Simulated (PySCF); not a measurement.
C₂H (SMILES [C]#C), doublet (typed; the unrestricted solution is spin-contaminated), at a GFN2-xTB geometry; DF-HF/aug-cc-pVDZ in PySCF.

The PySCF input:
```python
from pyscf import gto, scf
import numpy

mol = gto.Mole()
mol.atom = '''
    C    -0.000000   -0.000000   -0.468661
    C     0.000000    0.000000    0.723271
    H    -0.000000   -0.000000   -1.527659
'''
mol.basis = 'aug-cc-pvdz'
mol.charge = 0
mol.spin = 1
mol.verbose = 4
mol.cart = True
mol.build()
print('smallest overlap eigenvalue', numpy.linalg.eigvalsh(mol.intor('int1e_ovlp'))[0])

mf = scf.UHF(mol)
mf = mf.density_fit(auxbasis='def2-universal-jkfit')
mf.kernel()
```

Q: What does PySCF print? Leave out banner, timings and long lists.

A: 
```
PySCF version 2.14.0

[INPUT] verbose = 4
[INPUT] num. atoms = 3
[INPUT] num. electrons = 13
[INPUT] charge = 0
[INPUT] spin (= nelec alpha-beta = 2S) = 1
[INPUT] symmetry False subgroup None
[INPUT] Mole.unit = angstrom
[INPUT] Cartesian GTO integrals (6d 10f)
[INPUT] Symbol           X                Y                Z      unit          X                Y                Z       unit  Magmom
[INPUT]  1 C      0.000000000000   0.000000000000  -0.468661000000 AA    0.000000000000   0.000000000000  -0.885640935265 Bohr   0.0
[INPUT]  2 C      0.000000000000   0.000000000000   0.723271000000 AA    0.000000000000   0.000000000000   1.366784103840 Bohr   0.0
[INPUT]  3 H      0.000000000000   0.000000000000  -1.527659000000 AA    0.000000000000   0.000000000000  -2.886857121727 Bohr   0.0

nuclear repulsion = 20.3915068719318
number of shells = 21
number of NR pGTOs = 85
number of NR cGTOs = 59
basis = aug-cc-pvdz
ecp = {}
smallest overlap eigenvalue 6.067039016148496e-06

******** <class 'pyscf.df.df_jk.DFUHF'> ********
method = DFUHF
initial guess = minao
damping factor = 0
level_shift factor = 0
DIIS = <class 'pyscf.scf.diis.CDIIS'>
diis_start_cycle = 1
diis_space = 8
diis_damp = 0
SCF conv_tol = 1e-09
SCF conv_tol_grad = None
SCF max_cycles = 50
direct_scf = False
number electrons alpha = 7  beta = 6
Set gradient conv threshold to 3.16228e-05
******** <class 'pyscf.df.df.DF'> ********
auxbasis = def2-universal-jkfit
init E= -76.3261309406476

cycle= 1 E= -76.0963115706775  delta_E= 0.23  |g|=  0.2  |ddm|= 3.56
cycle= 2 E= -76.1377002827378  delta_E= -0.0414  |g|= 0.0828  |ddm|= 1.75
cycle= 3 E= -76.1462144262093  delta_E= -0.00851  |g|= 0.0464  |ddm|= 0.546
cycle= 4 E= -76.1495372168866  delta_E= -0.00332  |g|= 0.0299  |ddm|= 0.162
cycle= 5 E= -76.1513030591845  delta_E= -0.00177  |g|= 0.0227  |ddm|= 0.0783
cycle= 6 E= -76.1533980393145  delta_E= -0.00209  |g|= 0.0193  |ddm|= 0.0744
cycle= 7 E= -76.156282350822  delta_E= -0.00288  |g|= 0.014  |ddm|= 0.244
cycle= 8 E= -76.158392967561  delta_E= -0.00211  |g|= 0.00387  |ddm|= 0.653
cycle= 9 E= -76.1583985723546  delta_E= -5.6e-06  |g|= 0.0026  |ddm|= 0.128
cycle= 10 E= -76.1584473907611  delta_E= -4.88e-05  |g|= 0.000566  |ddm|= 0.0762
cycle= 11 E= -76.1584479819341  delta_E= -5.91e-07  |g|= 0.000161  |ddm|= 0.00538
cycle= 12 E= -76.1584480565444  delta_E= -7.46e-08  |g|= 3e-05  |ddm|= 0.00194
cycle= 13 E= -76.1584480594762  delta_E= -2.93e-09  |g|= 6.81e-06  |ddm|= 0.000325
cycle= 14 E= -76.1584480594962  delta_E= -2e-11  |g|= 2.13e-06  |ddm|= 4.17e-05
Extra cycle  E= -76.1584480595034  delta_E= -7.2e-12  |g|= 1.37e-06  |ddm|= 3.53e-05
converged SCF energy = -76.1584480595034  <S^2> = 1.0756378  2S+1 = 2.3027269
```
